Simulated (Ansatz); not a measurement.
Ansatz results at the PBE0-D4/def2-TZVP geometry: size of the dipole moment (ωB97M-V/def2-TZVPP) 1.39 D; HOMO energy (B3LYP/def2-TZVPP) -7.72 eV; size of the dipole moment (PBE/def2-TZVPP) 1.34 D.

Each molecule was computed in one conformer, which needn't be the lowest.

**Question.** Which molecule gave them?
A. `C1=CN1`
B. `O[SiH2]CBS`
C. `[AlH2][SiH2][SiH3]`
D. `C[SiH](N)CN`

**Answer.** B. The others give `C[SiH](N)CN`: 1.47, -6.37, 1.41; `C1=CN1`: 1.97, -5.87, 1.87; `[AlH2][SiH2][SiH3]`: 0.39, -7.27, 0.27.

B3LYP here is the variant with VWN-RPA as its local correlation; programs differ in this.
